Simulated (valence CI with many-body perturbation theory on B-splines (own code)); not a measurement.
**Ga24+: electric-dipole lines**

Method: configuration interaction combined with many-body perturbation theory (CI+MBPT): five valence electrons over a frozen Dirac-Fock core [He], a basis of 9 s, 9 p, 8 d, 6 f, 3 g, 1 h functions for each j, with the one-electron correlation potential Σ1, the two-electron term Σ2, the three-electron term Σ3, Breit, model QED; selected CI, second order for the rest (own B-spline code, finite nucleus).

No measured levels were compared; by estimate levels of excited configurations hold to 0.05 to 0.15 % of their energy, terms of the ground configuration to about 0.5 %. Among the levels kept, up to 2000 cm⁻¹ of a level comes from second order outside the variational space, and about a tenth of that is noise between levels of different J, which matters for small intervals.

Lines 201 to 250 of 270 in falling wavelength, among levels below 1498.5 eV, chosen from the strongest by gf and those to the six lowest levels. Wavelengths and rates use the calculated energies, so an error of 900 cm⁻¹ moves a line at 0.8776 nm by 0.0079 % and its rate by three times that or more. Electric multipoles are in the length gauge, E1 and E2 with the static RPA response of the core. Weak lines are less certain than strong ones. Lines between different terms over intervals too small for the method are left out, as are lines whose strength nearly cancels. The highest levels of a list are the least certain.

Levels are named by their leading jj configuration (3d3/2^4 stands for four electrons in 3d with j = 3/2), which in mixed levels can hold well under half, so a name can repeat and another be missing. Letters in brackets count levels of one name in rising energy.

```tsv
λ vac (nm)	Upper	Lower	A (s⁻¹)	S (a.u.)
0.8776	(2s^2 2p3/2^2 3d5/2) J=1/2	(2s^2 2p3/2^3) J=3/2	5.87e+11	3.92e-04
0.8771	(2s 2p1/2^2 2p3/2 3p3/2) J=3/2	(2s^2 2p3/2^3) J=3/2	6.63e+10	8.84e-05
0.8771	(2s^2 2p1/2 2p3/2 3d3/2) J=3/2 [a]	(2s^2 2p1/2 2p3/2^2) J=3/2	8.80e+10	1.17e-04
0.8762	(2s 2p1/2 2p3/2^2 3p3/2) J=5/2	(2s^2 2p3/2^3) J=3/2	9.70e+10	1.93e-04
0.8762	(2s^2 2p1/2 2p3/2 3d3/2) J=1/2 [a]	(2s^2 2p1/2 2p3/2^2) J=3/2	1.33e+12	8.80e-04
0.8750	(2s^2 2p1/2^2 3d3/2) J=3/2	(2s^2 2p1/2^2 2p3/2) J=3/2	3.71e+12	4.90e-03
0.8744	(2s^2 2p1/2 2p3/2 3d3/2) J=5/2 [b]	(2s^2 2p1/2 2p3/2^2) J=5/2	9.53e+12	1.89e-02
0.8733	(2s^2 2p1/2 2p3/2 3d3/2) J=3/2 [b]	(2s^2 2p1/2 2p3/2^2) J=5/2	3.88e+12	5.10e-03
0.8733	(2s^2 2p3/2^2 3d3/2) J=1/2	(2s^2 2p3/2^3) J=3/2	2.11e+13	1.39e-02
0.8728	(2s^2 2p1/2 2p3/2 3d5/2) J=3/2 [a]	(2s^2 2p1/2 2p3/2^2) J=3/2	1.39e+13	1.83e-02
0.8728	(2s^2 2p1/2 2p3/2 3d5/2) J=5/2 [a]	(2s^2 2p1/2 2p3/2^2) J=3/2	1.08e+13	2.12e-02
0.8721	(2s^2 2p3/2^2 3d5/2) J=3/2	(2s^2 2p3/2^3) J=3/2	3.50e+13	4.58e-02
0.8716	(2s^2 2p1/2^2 3d5/2) J=5/2	(2s^2 2p1/2^2 2p3/2) J=3/2	1.40e+13	2.74e-02
0.8715	(2s^2 2p3/2^2 3d5/2) J=5/2	(2s^2 2p3/2^3) J=3/2	3.58e+13	7.01e-02
0.8704	(2s^2 2p1/2 2p3/2 3d5/2) J=7/2 [b]	(2s^2 2p1/2 2p3/2^2) J=5/2	3.10e+13	8.08e-02
0.8700	(2s^2 2p1/2 2p3/2 3d5/2) J=5/2 [b]	(2s^2 2p1/2 2p3/2^2) J=5/2	8.72e+12	1.70e-02
0.8695	(2s^2 2p1/2 2p3/2 3d5/2) J=3/2 [b]	(2s^2 2p1/2 2p3/2^2) J=5/2	1.96e+12	2.55e-03
0.8689	(2s^2 2p1/2 2p3/2 3d3/2) J=5/2 [b]	(2s^2 2p1/2 2p3/2^2) J=3/2	1.11e+11	2.16e-04
0.8678	(2s^2 2p1/2 2p3/2 3d3/2) J=3/2 [b]	(2s^2 2p1/2 2p3/2^2) J=3/2	8.71e+11	1.12e-03
0.8670	(2s^2 2p1/2 2p3/2 3d3/2) J=1/2 [b]	(2s^2 2p1/2 2p3/2^2) J=3/2	1.53e+12	9.84e-04
0.8653	(2s 2p1/2^2 2p3/2 3p1/2) J=3/2	(2s^2 2p1/2 2p3/2^2) J=5/2	6.99e+10	8.95e-05
0.8652	(2s^2 2p3/2^2 3d3/2) J=3/2	(2s^2 2p1/2 2p3/2^2) J=1/2	2.87e+12	3.67e-03
0.8651	(2s^2 2p1/2 2p3/2 3d5/2) J=1/2	(2s^2 2p1/2 2p3/2^2) J=3/2	1.46e+11	9.32e-05
0.8646	(2s^2 2p3/2^2 3d5/2) J=1/2	(2s^2 2p1/2 2p3/2^2) J=1/2	6.90e+12	4.40e-03
0.8646	(2s 2p1/2^2 2p3/2 3p1/2) J=5/2	(2s^2 2p1/2 2p3/2^2) J=5/2	5.28e+10	1.01e-04
0.8645	(2s^2 2p1/2 2p3/2 3d5/2) J=5/2 [b]	(2s^2 2p1/2 2p3/2^2) J=3/2	4.01e+13	7.67e-02
0.8640	(2s^2 2p1/2 2p3/2 3d5/2) J=3/2 [b]	(2s^2 2p1/2 2p3/2^2) J=3/2	4.43e+11	5.64e-04
0.8624	(2s 2p1/2^2 2p3/2 3p3/2) J=1/2	(2s^2 2p1/2 2p3/2^2) J=1/2	1.57e+11	9.92e-05
0.8613	(2s^2 2p1/2 2p3/2 3d3/2) J=3/2 [a]	(2s^2 2p1/2^2 2p3/2) J=3/2	6.28e+12	7.92e-03
0.8611	(2s 2p1/2^2 2p3/2 3p3/2) J=7/2	(2s^2 2p1/2 2p3/2^2) J=5/2	4.30e+11	1.08e-03
0.8606	(2s^2 2p1/2 2p3/2 3d3/2) J=5/2 [a]	(2s^2 2p1/2^2 2p3/2) J=3/2	5.62e+12	1.06e-02
0.8604	(2s^2 2p1/2 2p3/2 3d3/2) J=1/2 [a]	(2s^2 2p1/2^2 2p3/2) J=3/2	1.46e+12	9.16e-04
0.8604	(2s^2 2p3/2^2 3d3/2) J=1/2	(2s^2 2p1/2 2p3/2^2) J=1/2	1.01e+12	6.35e-04
0.8599	(2s 2p1/2^2 2p3/2 3p1/2) J=3/2	(2s^2 2p1/2 2p3/2^2) J=3/2	1.14e+11	1.43e-04
0.8597	(2s^2 2p3/2^2 3d5/2) J=7/2	(2s^2 2p1/2 2p3/2^2) J=5/2	1.74e+12	4.36e-03
0.8592	(2s^2 2p3/2^2 3d5/2) J=3/2	(2s^2 2p1/2 2p3/2^2) J=1/2	3.44e+12	4.31e-03
0.8591	(2s 2p1/2^2 2p3/2 3p1/2) J=5/2	(2s^2 2p1/2 2p3/2^2) J=3/2	8.20e+11	1.54e-03
0.8572	(2s^2 2p1/2 2p3/2 3d5/2) J=3/2 [a]	(2s^2 2p1/2^2 2p3/2) J=3/2	2.50e+11	3.10e-04
0.8572	(2s^2 2p3/2^2 3d3/2) J=3/2	(2s^2 2p1/2 2p3/2^2) J=5/2	6.89e+12	8.56e-03
0.8571	(2s^2 2p1/2 2p3/2 3d5/2) J=5/2 [a]	(2s^2 2p1/2^2 2p3/2) J=3/2	1.27e+13	2.37e-02
0.8569	(2s^2 2p3/2^2 3d3/2) J=5/2	(2s^2 2p1/2 2p3/2^2) J=5/2	2.20e+13	4.10e-02
0.8561	(2s 2p1/2^2 2p3/2 3p3/2) J=3/2	(2s^2 2p1/2 2p3/2^2) J=5/2	1.48e+11	1.83e-04
0.8549	(2s^2 2p3/2^2 3d3/2) J=7/2	(2s^2 2p1/2 2p3/2^2) J=5/2	4.87e+13	1.20e-01
0.8534	(2s^2 2p1/2 2p3/2 3d3/2) J=5/2 [b]	(2s^2 2p1/2^2 2p3/2) J=3/2	2.29e+13	4.22e-02
0.8523	(2s^2 2p1/2 2p3/2 3d3/2) J=3/2 [b]	(2s^2 2p1/2^2 2p3/2) J=3/2	4.10e+13	5.02e-02
0.8518	(2s^2 2p3/2^2 3d3/2) J=3/2	(2s^2 2p1/2 2p3/2^2) J=3/2	2.57e+13	3.14e-02
0.8516	(2s^2 2p3/2^2 3d3/2) J=5/2	(2s^2 2p1/2 2p3/2^2) J=3/2	1.62e+13	2.96e-02
0.8516	(2s^2 2p1/2 2p3/2 3d3/2) J=1/2 [b]	(2s^2 2p1/2^2 2p3/2) J=3/2	4.40e+13	2.68e-02
0.8513	(2s^2 2p3/2^2 3d5/2) J=3/2	(2s^2 2p1/2 2p3/2^2) J=5/2	1.79e+12	2.18e-03
0.8513	(2s^2 2p3/2^2 3d5/2) J=1/2	(2s^2 2p1/2 2p3/2^2) J=3/2	1.56e+13	9.52e-03
```
